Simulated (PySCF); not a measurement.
## Polarisability and C₆ of S²⁺ (sulfur, charge +2)

[Ne] 3s2 3p2, high-spin 3P determinant. Computed with PySCF 2.14 in aug-cc-pV(D+d)Z (5s4p3d, 32 functions), with the non-relativistic Hamiltonian (point nucleus). Coupled (time-dependent) response in atomic units; α is the mean over directions.

```csv
method,mean α (bohr³),"α xx, yy, zz",C₆ (like pair),S(−4)
UHF,7.557,"7.803, 7.434, 7.434",27.72,20.88
PBE,7.308,"7.497, 7.214, 7.214",26.53,18.17
PBE0,7.357,"7.558, 7.256, 7.256",26.76,18.59
r2SCAN0,7.409,"7.629, 7.299, 7.299",27.58,18.34
BHandHLYP,7.341,"7.547, 7.238, 7.238",26.68,18.46
```

S(−4) is the Cauchy moment in α(ω) = α(0) + S(−4) ω² + …

α(iu) at BHandHLYP:

```tsv
u (hartree)	α(iu) (bohr³)
0	7.341
0.0500	7.295
0.100	7.162
0.200	6.680
0.300	6.021
0.500	4.608
0.750	3.192
1.00	2.252
1.50	1.250
2.00	0.7895
3.00	0.4074
5.00	0.1823
```

A single London oscillator, α(iu) = α/(1 + u²/ω²), gives C₆ = (3/4) ω α². Matching the computed C₆ needs ω = 4 × 26.68 / (3 × 7.341²) = 0.660 hartree.

For an ion, C₆ is the dispersion term alone; charge-induced terms of lower order in 1/R come first.

The components differ because the open shell of this determinant is not spherical; for a pure term their mean is the scalar polarisability.
